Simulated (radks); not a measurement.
Results of a calculation; reference values are marked as such.
Q: Radial electron density D(r) = 4 pi r^2 rho(r) of an atom or ion with 60 electrons. Code: a radial shooting solver on a logarithmic mesh with Libxc functionals. Model: scalar-relativistic Kohn-Sham, LDA (Slater exchange, Perdew-Wang correlation), spin-unpolarised, spherical densities, finite nucleus; Fermi nuclear charge, rms radius of each element as measured or else 0.836 A^(1/3) + 0.57 fm.

r (bohr),D(r) (e/bohr)
0.00268,17.01
0.003119,21.11
0.003632,25.98
0.004194,31.31
0.004883,37.70
0.005684,44.75
0.006617,52.29
0.007642,59.57
0.008897,66.97
0.01036,73.52
0.01206,78.59
0.01392,81.53
0.01621,82.32
0.01887,80.83
0.02197,77.74
0.02558,74.41
0.02954,72.66
0.03439,74.01
0.04003,79.63
0.0466,88.95
0.05382,98.93
0.06266,107.0
0.07294,108.8
0.08492,103.2
0.09807,93.39
0.1142,84.02
0.1329,81.37
0.1547,86.61
0.1787,93.72
0.208,94.65
0.2422,83.35
0.2819,63.37
0.3256,46.07
0.3791,38.06
0.4413,40.33
0.5137,44.60
0.598,42.99
0.6907,35.21
0.8041,24.92
0.9361,17.11
1.09,12.90
1.258,10.71
1.465,8.549
1.706,6.049
1.986,3.729
2.293,2.190
2.67,1.303
3.108,0.8672
3.618,0.5823
4.178,0.3502
4.864,0.1621
5.663,0.05573
6.592,0.01364
7.613,0.002529
8.863,0.0002818

What is the nuclear charge?

A: Z = 62. The innermost maximum, from 1s, lies near gamma/Z bohr with gamma = sqrt(1 - (Z/c)^2) = 0.892, here 0.0144 bohr (found: 0.0158), and its height grows with Z. The density is that of the samarium ion Sm2+ in [Xe] 4f4.5 6s1.5; the configuration itself is not fixed sharply by these data, and Z only to a few units. D(r) has 4 maxima, at r = 0.0158, 0.0701, 0.197, 0.539 bohr, and minima at 0.0303, 0.129, 0.391 bohr, inside which lie 1.94, 11.13, 29.25 electrons.
